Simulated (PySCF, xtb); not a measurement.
PbI, SMILES [I][Pb+] (connectivity only; charge and spin as stated), charge +1, multiplicity 1.

Harmonic wavenumbers (cm⁻¹) from GFN2-xTB in xtb at its own minimum, in rising order: 226.

Task: What does PySCF 2.14.0 with PBE-D3(BJ)/def2-TZVP give at its own minimum? (The exact figures need the calculation; the answer reports its results.)

Result: 196. Paired by order, the mean absolute difference is 29 cm⁻¹ and the zero-point energies are 0.3 and 0.3 kcal/mol.
